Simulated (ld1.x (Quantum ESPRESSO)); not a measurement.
## Before and after: TM potential for Tl (Z = 81)

ld1.x (Quantum ESPRESSO) 7.5 input, shortened:

```
&input
   title='Tl', zed=81., rel=1, dft='PBE', iswitch=3,
   config='[Xe] 4f14 5d10 6s2 6p0.5'
 /
 &inputp
   pseudotype=2, tm=.true., lloc=-1, rcloc=1.60,
   nlcc=.false.
 /
2
6S  1  0   2.00   0.00  1.75  1.75  0.0
6P  2  1   0.50   0.00  2.25  2.25  0.0
 &test
   configts(1)='6s2 6p0.5'
 /
```

All-electron outer shells of the reference configuration (PBE, scalar-relativistic, ld1.x):

```tsv
shell	level (eV)	outermost node (bohr)	outermost maximum (bohr)
5d	-18.89	0.53	1.11
6s	-12.74	1.04	2.05
6p	-5.11	1.23	2.80
```

Change: local potential all-electron potential smoothed inside 2.42 bohr (lloc = -1).

Cutoffs: the cutoffs (Ry, on a coarse ladder) from which the occupation-weighted sum of valence levels, in a spherical-Bessel basis at the reference potential, stays within 10 and 1 mRy of its value at 400 Ry; they do not see the model core or the augmentation charge, which bear on the density cutoff. Errors are all-electron minus pseudo energies relative to the spin-unpolarised reference configuration.

**Question.** Predict the effect on cutoff, ghosts and configuration errors.

**Answer.** The potential gets neither clearly harder nor softer (25 Ry and 55 Ry → 25 Ry and 55 Ry); the bound ghosts move from d, p, s to d; of the 7 tests that both files solve, the error grows in 1 and shrinks in 0 by more than 15 % and 0.3 meV (median size 24.1 → 26.4 meV). In the separable form a ghost depends on how the local part lies against the semilocal potential of the channel, so the choice of the local part can create or remove one.

```csv
quantity,base,changed
"cutoff, loose",25 Ry,25 Ry
"cutoff, tight",55 Ry,55 Ry
bound ghosts,"s, p, d",d
"error for 6s2 6p1, meV [ΔE -1.85 eV]",+12,+13
"error for 6s2 6p0, meV [ΔE 3.31 eV]",+18,+18
"error for 6s1 6p0, meV [ΔE 24.09 eV]",+91,+102
"error for 6s0 6p3, meV [ΔE 13.36 eV]",+294,+296
"error for 6s1 6p2, meV [ΔE 5.55 eV]",+93,+93
"error for 6s2 6p1.3, meV [ΔE -2.35 eV]",+24,+26
"error for 6s1 6p1, meV [ΔE 11.59 eV]",+5.6,+12
```

 A true bound ghost makes a file unfit for plane-wave use even where its test errors are small: the radial tests pick states by their node count and pass the ghost by.
